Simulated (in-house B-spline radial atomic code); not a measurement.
What moves the levels of the lutetium ion Lu⁺ ([Xe] 4f14 6s2)? Level of theory: Dirac-Hartree-Fock, average of configuration, Fermi nucleus of rms radius 5.2293 fm; calculated with a B-spline radial code for spherical atoms.

Baseline run (computed): total energy -14572.3719 hartree, 1s1/2 at -2341.634 hartree, 6s1/2 at -12.772 eV with <r> = 3.423 bohr.

Changing the nucleus:

```json
{"nucleus": "Fermi nucleus of rms radius 5.2398 fm, A = 162", "ΔE (eV)": "0.167"}
{"nucleus": "Fermi nucleus of rms radius 5.2567 fm, A = 163", "ΔE (eV)": "0.437"}
{"nucleus": "Fermi nucleus of rms radius 5.2677 fm, A = 164", "ΔE (eV)": "0.613"}
{"nucleus": "Fermi nucleus of rms radius 5.283 fm, A = 165", "ΔE (eV)": "0.858"}
{"nucleus": "Fermi nucleus of rms radius 5.2972 fm, A = 166", "ΔE (eV)": "1.09"}
{"nucleus": "Fermi nucleus of rms radius 5.3108 fm, A = 167", "ΔE (eV)": "1.31"}
{"nucleus": "Fermi nucleus of rms radius 5.3227 fm, A = 168", "ΔE (eV)": "1.5"}
{"nucleus": "Fermi nucleus of rms radius 5.329 fm, A = 169", "ΔE (eV)": "1.6"}
{"nucleus": "Fermi nucleus of rms radius 5.3364 fm, A = 170", "ΔE (eV)": "1.72"}
{"nucleus": "Fermi nucleus of rms radius 5.3436 fm, A = 171", "ΔE (eV)": "1.83"}
{"nucleus": "Fermi nucleus of rms radius 5.3486 fm, A = 172", "ΔE (eV)": "1.92"}
{"nucleus": "Fermi nucleus of rms radius 5.3577 fm, A = 173", "ΔE (eV)": "2.06"}
{"nucleus": "Fermi nucleus of rms radius 5.3634 fm, A = 174", "ΔE (eV)": "2.15"}
{"nucleus": "Fermi nucleus of rms radius 5.37 fm, A = 175", "ΔE (eV)": "2.26"}
{"nucleus": "Fermi nucleus of rms radius 5.3739 fm, A = 176", "ΔE (eV)": "2.32"}
{"nucleus": "Fermi nucleus of rms radius 5.3815 fm, A = 177", "ΔE (eV)": "2.45"}
{"nucleus": "Fermi nucleus of rms radius 5.3857 fm, A = 178", "ΔE (eV)": "2.52"}
{"nucleus": "Fermi nucleus of rms radius 5.3917 fm, A = 179", "ΔE (eV)": "2.61"}
```

A larger nucleus binds the electrons less, roughly as the density at the nucleus times the change of the nuclear <r²>. The reference is A = 161.
